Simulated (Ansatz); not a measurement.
Geometry optimisation, RKS PBE/def2-SVP in Ansatz.

Input:

```yaml
crystal:
  periodic: [false, false, false]
  atoms:
    - { symbol: B, position_ang: [-0.077265, -0.163873, -0.007053] }
    - { symbol: Cl, position_ang: [-0.049008, -0.733198, 1.734897] }
    - { symbol: F, position_ang: [1.087814, 0.159105, -0.575953] }
    - { symbol: "N", position_ang: [-1.275646, -0.180095, -0.728346] }
    - { symbol: H, position_ang: [-2.161037, -0.444252, -0.301757] }
    - { symbol: H, position_ang: [-1.325635, 0.076848, -1.712832] }
    - { symbol: H, position_ang: [-0.189395, 2.116231, 0.732619] }
    - { symbol: H, position_ang: [-0.164028, 1.819134, 1.389724] }
basis:
  gaussian: { orbitals: def2-SVP }
hamiltonian:
  xc: pbe
relax:
  f_tol: 0.03
  max_steps: 50
output:
  orbitals: {}
```

Command:

```bash
$ ansatz run input.yaml --threads 1 --pin off --max-ram 2048MiB --backend cpu --events-out ev --progress --plain --runs-dir out
```

**Question.** Where does it end, and by what steps?

**Answer.** The run converged. The force dipped under the threshold on the way, but the program's further checks kept it going. After 27 steps the energy has fallen by 0.203 eV; H7 moved furthest, 1.41 Å.

```
step  energy less start (eV)  largest force component (eV/Å)  accepted
   0                  0.0000                           1.633       yes
   1                 -0.1263                           0.580       yes
   2                 -0.1700                           0.377       yes
   3                 -0.1817                           0.246       yes
   4                 -0.1872                           0.114       yes
   5                 -0.1885                           0.079       yes
   6                 -0.1898                           0.066       yes
   7                 -0.1852                           0.571        no
   8                 -0.1921                           0.156       yes
   9                 -0.1906                           0.462        no
  10                 -0.1943                           0.064       yes
  11                 -0.1958                           0.038       yes
  12                 -0.1963                           0.191       yes
  13                 -0.1968                           0.199       yes
  14                 -0.1988                           0.065       yes
  15                 -0.1997                           0.041       yes
  16                 -0.2003                           0.192       yes
  17                 -0.2014                           0.068       yes
  18                 -0.2019                           0.035       yes
  19                 -0.2022                           0.106       yes
  20                 -0.2025                           0.041       yes
  21                 -0.2028                           0.008       yes
  22                 -0.2029                           0.017       yes
  23                 -0.2028                           0.098        no
  24                 -0.2030                           0.021       yes
  25                 -0.2031                           0.066       yes
  26                 -0.2032                           0.039       yes
  27                 -0.2033                           0.003       yes
```

```xyz
8
Properties=species:S:1:pos:R:3
B -0.024 -0.570 -0.252
Cl 0.114 -0.561 1.526
F 1.090 -0.753 -0.974
N -1.263 -0.391 -0.878
H -2.128 -0.245 -0.362
H -1.360 -0.389 -1.894
H -0.354 3.159 1.673
H -0.229 2.400 1.693
```

Run time: 31 s on 1 thread of Intel(R) Xeon(R) 6975P-C (Granite Rapids), on a shared host, peak memory 0.15 GiB.
